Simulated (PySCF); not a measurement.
# Computed records: AlGeH3NO, BGeH4N2, AlBGeH5O, ClGeH2OSi

All values are calculated (PySCF 2.14.0). Calculation on a computer-drawn molecule: optimised geometry and harmonic frequencies of an isolated molecule of the commonest isotopes, restricted reference for singlets and unrestricted otherwise, frozen core in MP2; on germanium a core potential holds 10 electrons, which the energies leave out, and 3d is frozen in MP2 and coupled-cluster steps.

Common to all runs: method HF; basis and core potential on germanium cc-pVDZ-PP ECP10MDF.

(1) AlGeH3NO

Start structure:
```xyz
7
AlGeH3NO
N      2.2421    -0.2480    -0.1716
Ge     1.5067    -1.0659     1.1264
Al     0.3591     0.2813     2.9915
O     -0.3531     1.1274     4.1108
H      2.2167     0.8026    -0.3021
H      2.6717    -0.6484    -1.0285
H      1.8069    -2.6110     0.7954
```

It was run with charge 1, multiplicity 1 and basis cc-pV(D+d)Z.

The calculation gives: rotational constants 15.42, 1.427, 1.306 GHz; total energy -666.0695 hartree; convergence status largest gradient component 3.86e-05 hartree/bohr.

Drawn bonds:
```tsv
atom	other atom	order
1	2	1
2	3	1
3	4	2
1	5	1
1	6	1
2	7	1
```

Optimised structure:
```xyz
7
AlGeH3NO
N      2.2282    -0.1848    -0.2271
Ge     1.5302    -1.0670     1.0916
Al     0.3829     0.2114     2.9503
O     -0.3087     1.0630     4.0628
H      2.2146     0.8173    -0.3155
H      2.6977    -0.6383    -0.9948
H      1.7053    -2.5635     0.9546
```

Modes:
```tsv
frequency (cm⁻¹)	reduced mass (dalton)
75.59	6.74
106.4	10.62
181.2	6.814
278.7	18.08
355.6	1.204
604.2	1.192
692.7	1.024
714.2	1.036
876.9	5.085
942.3	1.229
1214	19.1
1682	1.115
2326	1.021
3729	1.05
3841	1.101
```

(2) BGeH4N2

Start structure:
```xyz
8
BGeH4N2
B     -0.7884    -1.5936    -0.8101
N     -0.6010    -0.8186     0.1950
Ge     0.8349     0.6436     0.4225
N      1.1115     1.7726     1.7024
H     -0.7936    -2.2200    -1.7994
H     -1.1876    -0.8068     1.0910
H      1.6386     0.6015    -0.8741
H      0.6069     1.9267     2.5558
```

Here we set charge 1, multiplicity 1 and basis cc-pVDZ.

Results for BGeH4N2: rotational constants 20.91, 2.874, 2.526 GHz; total energy -428.9883 hartree; convergence status largest gradient component 4.233e-06 hartree/bohr.

Drawn bonds:
```tsv
atom	other atom	order
1	2	1
2	3	1
3	4	2
1	5	1
2	6	1
3	7	1
4	8	1
```

Optimised structure:
```xyz
8
BGeH4N2
B     -0.7350    -1.5190    -0.7390
N     -0.4885    -0.6713     0.2171
Ge     0.9224     0.7344     0.3640
N      1.0419     1.7033     1.6898
H     -0.9145    -2.2604    -1.6270
H     -1.0841    -0.6932     1.0383
H      1.6803     0.6076    -0.9205
H      0.3987     1.6041     2.4603
```

Modes:
```tsv
frequency (cm⁻¹)	reduced mass (dalton)
83.77	2.817
158.5	3.66
257.2	3.851
349.3	1.293
437.2	5.234
528.5	1.299
723.4	1.108
726.2	1.054
830.4	1.354
841.6	1.502
863.8	1.327
1053	3.07
1129	1.187
1631	5.604
2392	1.022
2998	1.149
3686	1.076
3784	1.079
```

(3) AlBGeH5O

Start structure:
```xyz
9
AlBGeH5O
O      0.9191    -2.9661    -2.2773
B      1.6072    -1.8653    -2.4180
Ge     1.4818     0.0418    -1.3721
Al     1.5798     2.6063    -1.0491
H      0.2030    -3.1654    -1.7161
H      2.5265    -1.8008    -3.1815
H      0.7726     0.8770    -2.6119
H      1.0033     3.4278    -2.1310
H      2.3132     3.1701     0.2928
```

Here we set charge 1, multiplicity 1 and basis cc-pV(D+d)Z.

Drawn bonds:
```tsv
atom	other atom	order
1	2	1
2	3	1
3	4	1
1	5	1
2	6	1
3	7	1
4	8	1
4	9	1
```

(4) ClGeH2OSi

Start structure:
```xyz
6
ClGeH2OSi
O      1.1547    -0.2347    -2.0248
Ge     0.1781     0.4780    -0.9852
Si    -1.1695    -0.6516     0.6568
Cl     0.2317     2.6162    -0.9296
H     -2.2927     0.2473     1.0778
H     -1.7297    -1.8285     0.1352
```

Here we set charge 0, multiplicity 2 and basis cc-pV(D+d)Z.

Drawn bonds:
```tsv
atom	other atom	order
1	2	2
2	3	1
2	4	1
3	5	1
3	6	1
```

**Q.** Estimate the total energy of AlBGeH5O (entry 3).
**A.** -637.5315 hartree

**Q.** Give the missing rotational constants for AlBGeH5O (entry 3).
**A.** 9.392, 1.38, 1.279 GHz

**Q.** What spin squared does the calculation give for ClGeH2OSi (entry 4)?
**A.** 0.7736

**Q.** Give the missing rotational constants for ClGeH2OSi (entry 4).
**A.** 3.758, 2.239, 1.409 GHz

**Q.** Estimate the total energy of ClGeH2OSi (entry 4).
**A.** -1117.8178 hartree

Further results for AlBGeH5O (entry 3):

| Item | Value |
| --- | --- |
| convergence status largest gradient component | 8.527e-06 hartree/bohr |

Optimised structure:
```xyz
9
AlBGeH5O
O      1.3916    -2.7324    -1.8093
B      1.6571    -1.6461    -2.5075
Ge     0.8850     0.3201    -2.2109
Al     1.7487     2.4334    -0.9697
H      0.7819    -2.7149    -1.0865
H      2.4185    -1.6809    -3.4284
H     -0.3665     0.5327    -3.0767
H      2.7644     3.2448    -1.8270
H      1.1259     2.5687     0.4517
```

Modes:
```tsv
frequency (cm⁻¹)	reduced mass (dalton)
60.61	5.362
94.34	2.135
103	1.15
230.9	2.553
274.8	4.211
315.2	1.412
411.4	2.273
501.9	1.234
524.2	1.699
594.8	1.265
693.6	1.107
759.3	1.061
902.5	1.279
1021	1.096
1181	1.234
1446	8.774
2072	1.017
2109	1.068
2216	1.021
2747	1.095
4161	1.068
```

Further results for ClGeH2OSi (entry 4):

| Property | Result |
| --- | --- |
| convergence status largest gradient component | 6.993e-06 hartree/bohr |

Optimised structure:
```xyz
6
ClGeH2OSi
O      1.1482    -0.2509    -2.1392
Ge     0.1956     0.4227    -1.0241
Si    -1.2032    -0.5534     0.6313
Cl     0.1869     2.5631    -0.7452
H     -2.3168     0.3498     0.9736
H     -1.6381    -1.9046     0.2337
```

Modes:
```tsv
frequency (cm⁻¹)	reduced mass (dalton)
107.5	8.612
137.9	1.054
169.7	14.69
225.3	17.04
354.6	17.09
431.6	28.94
569	1.114
570.9	1.114
968.6	1.064
1038	17.22
2339	1.028
2366	1.056
```
